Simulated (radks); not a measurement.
Results of a calculation; reference values are marked as such.
Task: Ru0.9+, configuration [Kr] 4d6.1 5s1 (fractional occupations, a model configuration). Level of theory: Dirac Kohn-Sham, PBEsol, spin-unpolarised, spherical densities, finite nucleus; open shells are shared between the two j in proportion to 2j + 1; Fermi nuclear charge, rms radius 4.4809 fm (a radial shooting solver on a logarithmic mesh with Libxc functionals). Some entries of the table are withheld. Estimate them.

orbital,occ.,eigenvalue (Ry),<1/r> (bohr^-1),<r> (bohr)
1s1/2,2,-1611.255,45.86,0.03345
2s1/2,2,-232.2720,(1),0.1454
2p1/2,2,-214.7203,10.47,0.1237
2p3/2,4,-205.1067,9.918,0.1284
3s1/2,2,-41.49910,3.623,0.4027
3p1/2,2,-34.68998,3.525,0.3959
3p3/2,4,-33.05835,3.392,0.4065
3d3/2,4,-20.99424,(2),0.3822
3d5/2,6,-20.67621,(3),0.3857
4s1/2,2,-6.33659,1.355,1.016
4p1/2,2,-4.30239,1.234,1.102
4p3/2,4,-4.05028,1.193,1.132
4d3/2,2.44,(4),(5),(6)
4d5/2,3.66,(7),(8),(9)
5s1/2,1,-0.80752,0.4338,2.956

Result: 
(1) 2s1/2 <1/r> (bohr^-1): 10.49
(2) 3d3/2 <1/r> (bohr^-1): 3.215
(3) 3d5/2 <1/r> (bohr^-1): 3.181
(4) 4d3/2 eigenvalue (Ry): -1.06699
(5) 4d3/2 <1/r> (bohr^-1): 0.8598
(6) 4d3/2 <r> (bohr): 1.568
(7) 4d5/2 eigenvalue (Ry): -1.04073
(8) 4d5/2 <1/r> (bohr^-1): 0.8490
(9) 4d5/2 <r> (bohr): 1.587
